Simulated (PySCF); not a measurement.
CH₃F₅Si₂, SMILES F[SiH](F)C[Si](F)(F)F.

Geometry optimised at B3LYP-D3(BJ)/def2-SVP. The structure was generated by enumeration, and PubChem lists no compound with its InChIKey, so it may never have been made. The values are those of a single conformer.

All values below come from TDA-PBE/def2-SVPD (PySCF 2.14.0).

Vertical excitations. The molecule is in vacuum.

Computed excitation energies, oscillator strengths and character:
```csv
state,energy (eV),λ (nm),f,main pairs
S1,7.95,156,0.060,HOMO→LUMO 88 %
S2,8.11,153,0.015,HOMO→LUMO+1 89 %
S3,8.27,150,0.030,HOMO→LUMO+2 97 %
S4,8.84,140,0.021,"HOMO→LUMO+3 54 %, HOMO−1→LUMO 36 %"
S5,8.90,139,0.100,"HOMO−1→LUMO 59 %, HOMO→LUMO+3 23 %, HOMO−1→LUMO+1 14 %"
S6,9.03,137,0.006,"HOMO→LUMO+4 63 %, HOMO−1→LUMO+1 23 %"
T1,7.61,163,0,"HOMO→LUMO+1 55 %, HOMO→LUMO 44 %"
T2,7.75,160,0,"HOMO→LUMO 54 %, HOMO→LUMO+1 44 %"
```
Triplets are in the Tamm–Dancoff approximation.
